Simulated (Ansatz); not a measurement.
Coupled-cluster run, CH3F2NSi (`F/C=N/[SiH2]F`).

```yaml
crystal:
  periodic: [false, false, false]
  atoms:
    - {symbol: F, position_ang: [-1.700075, 1.744921, 1.206717]}
    - {symbol: C, position_ang: [-0.966059, 0.686813, 0.861118]}
    - {symbol: N, position_ang: [-0.219997, 0.719036, -0.121757]}
    - {symbol: Si, position_ang: [0.812078, -0.480088, -0.772199]}
    - {symbol: F, position_ang: [0.759608, -1.840633, 0.071837]}
    - {symbol: H, position_ang: [-1.150336, -0.129133, 1.564570]}
    - {symbol: H, position_ang: [2.198070, 0.026703, -0.721862]}
    - {symbol: H, position_ang: [0.358911, -0.784719, -2.144125]}
basis:
  gaussian: {orbitals: def2-TZVPP}
correlation: {method: ccsd_t}
output: {orbitals: {seedname: orbitals}}
```

```sh
$ ansatz run in.yaml --threads 2 --pin off --events-out ev --progress --plain --max-ram 4352MiB
```

Output of Ansatz, abridged:

```
Functional definition: HF
1282 factors; integrals over basis functions are off by at most 8.3e-4 eV
mean field evaluation 1: about -15835.5547 eV, gradient 4.4e1 eV
mean field evaluation 2: about -15835.7977 eV, gradient 4.4e1 eV
mean field evaluation 4: about -15839.5561 eV, gradient 3.5e0 eV
mean field evaluation 8: about -15839.6204 eV, gradient 4.4e-1 eV
mean field evaluation 16: about -15839.6219 eV, gradient 1.1e-6 eV
mean field -15839.62186887 eV, -582.0953671998 hartree, gradient 1.1e-6 eV, S^2 0.000000; 0 other end points of the search recorded, 0 dependent functions left out
9 core orbitals not correlated: weight in the atoms' cores, before any rotation towards them, 1.000 or more for the frozen orbitals, at most 0.000 for the correlated occupied ones
reference -15839.62186887 eV, -582.0953671998 hartree; 15, 15 occupied and 184, 184 virtual orbitals, 1282 factors
second order -26.32390281 eV of doubles, -0.00000000 eV of singles
cycle   1  -26.12827336 eV  change    2.0e-1 eV  update   1.1e-1
cycle   2  -26.74896546 eV  change   -6.2e-1 eV  update   3.4e-2
cycle   3  -26.90045919 eV  change   -1.5e-1 eV  update   1.8e-2
cycle   4  -26.88298240 eV  change    1.7e-2 eV  update   4.3e-3
cycle   5  -26.87910864 eV  change    3.9e-3 eV  update   1.9e-3
cycle   6  -26.88085439 eV  change   -1.7e-3 eV  update   5.9e-4
cycle   7  -26.88067758 eV  change    1.8e-4 eV  update   1.8e-4
cycle   8  -26.88053886 eV  change    1.4e-4 eV  update   5.7e-5
cycle   9  -26.88055094 eV  change   -1.2e-5 eV  update   2.2e-5
perturbative correction -0.97278447 eV, -0.0357491699 hartree
Total energy: -15867.47520428 eV, -583.1189583965 hartree
```

Run time 2.1 min (2 threads of an Arm Neoverse V1 on a shared host); peak host memory 3 GiB.

MP2 recovers 94.5 % of the CCSD(T) correlation energy and the triples give 3.5 %; T1 = 0.0135.
